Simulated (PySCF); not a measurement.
# HfOBr + 2 H₂O → Hf(OH)₃ + HBr

Level: PBE0 in the def2-TZVP basis family, computed in PySCF with density fitting; scalar-relativistic core potentials for atoms from Rb on, none lighter, no spin–orbit coupling; open shells unrestricted.

| species | state and structure | E (Eh) | ZPE (kJ/mol) | H(298 K) − H(0) (kJ/mol) | S° (J/(mol K)) |
| --- | --- | --- | --- | --- | --- |
| HfOBr | doublet, Cs, Hf–Br 2.510 Å, Hf–O 1.735 Å; Br–Hf–O 111.2° | -2697.11430 | 8.2 | 13.0 | 316.5 |
| H₂O | singlet, C2v, O–H 0.960 Å (×2); H–O–H 105.1° | -76.37736 | 56.5 | 9.9 | 188.7 |
| Hf(OH)₃ | doublet, C3h, Hf–O 1.925 Å (×3), O–H 0.951 Å (×3); H–O–Hf 170.1° (×3), O–Hf–O 120.0° (×3) | -275.50979 | 96.3 | 23.8 | 371.3 |
| HBr | singlet, C∞v, H–Br 1.421 Å | -2574.45811 | 16.0 | 8.7 | 198.5 |

Question: What is the electronic reaction energy?

Answer: At PBE0/def2-TZVP, ΔE = -259.6 kJ/mol from the differences of the total energies times 2625.5, downhill. 

Question: Add zero-point, thermal and entropy terms for 298.15 K and 1 bar.

Answer: ΔZPE = -8.9 and Δ[H(298) − H(0)] = -0.3 kJ/mol give ΔH° = -268.8 kJ/mol. ΔS° = -124.1 J/(mol K), so ΔG° = -268.8 − 298.15 × (-0.1241) = -232 kJ/mol. ΔG° would change sign near 2170 K if ΔH° and ΔS° stayed fixed.

Spin–orbit coupling can matter for HfOBr, Hf(OH)₃ and is left out. Open d or f shells are single determinants, so the state found may not be the ground state. Only the bonding shown was studied: isomers, or loss of a ligand pair, can lie lower.
